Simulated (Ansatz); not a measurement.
La₆. Charge 0, multiplicity 1. Geometry r2SCAN-D4/def2-SVP.

Cartesian coordinates in Å:
```
La 0.480 -1.764 2.768
La -1.043 0.467 -2.278
La -0.846 1.497 1.094
La -1.834 -1.763 0.152
La 1.341 -0.652 -0.160
La 1.901 2.215 -1.577
```

In the def2 sets La takes a core potential; there is no spin–orbit coupling. The restricted singlet is unstable towards broken spin symmetry at other levels; at PBE-D4/def2-SVP, r2SCAN-D4/def2-TZVPD, PBE0-D4/def2-SVP, PBE0-D4/def2-TZVPD this wasn't settled. At PBE-D4/def2-TZVP the restricted singlet is unstable: a solution with broken spin symmetry lies lower. The geometry of the singlet was relaxed on an unsound state (restricted singlet, unstable towards broken spin symmetry at other levels and untested here). At PBE0-D4/def2-TZVP a triplet of charge 0 lies 0.49 eV below the restricted singlet, each at its own geometry. That triplet is doubtful there (⟨S²⟩ 3.65, where a pure state has 2.00). The structure comes from a short search, and lower isomers may exist.

**Question.** Estimate the orbital energies around the gap (eV) in Ansatz with PBE-D4/def2-SVP, PBE-D4/def2-TZVP, r2SCAN-D4/def2-TZVPD, PBE0-D4/def2-SVP, PBE0-D4/def2-TZVPD.

**Answer.** 
```csv
orbital,PBE-D4/def2-SVP,PBE-D4/def2-TZVP,r2SCAN-D4/def2-TZVPD,PBE0-D4/def2-SVP,PBE0-D4/def2-TZVPD
HOMO−9,-19.21,-19.21,-19.92,-21.00,-20.98
HOMO−8,-4.08,-4.04,-4.05,-4.69,-4.64
HOMO−7,-3.63,-3.60,-3.66,-4.19,-4.15
HOMO−6,-3.41,-3.37,-3.39,-3.89,-3.85
HOMO−5,-3.28,-3.24,-3.27,-3.77,-3.73
HOMO−4,-3.25,-3.22,-3.22,-3.68,-3.64
HOMO−3,-3.13,-3.10,-3.10,-3.60,-3.57
HOMO−2,-3.06,-3.03,-3.02,-3.46,-3.43
HOMO−1,-3.06,-3.03,-3.01,-3.41,-3.37
HOMO,-2.97,-2.94,-2.93,-3.38,-3.35
LUMO,-2.70,-2.67,-2.49,-2.02,-1.98
LUMO+1,-2.66,-2.63,-2.48,-1.96,-1.92
LUMO+2,-2.41,-2.39,-2.26,-1.92,-1.90
LUMO+3,-2.19,-2.16,-2.01,-1.51,-1.48
LUMO+4,-2.01,-1.99,-1.85,-1.38,-1.35
LUMO+5,-1.94,-1.91,-1.75,-1.32,-1.30
```
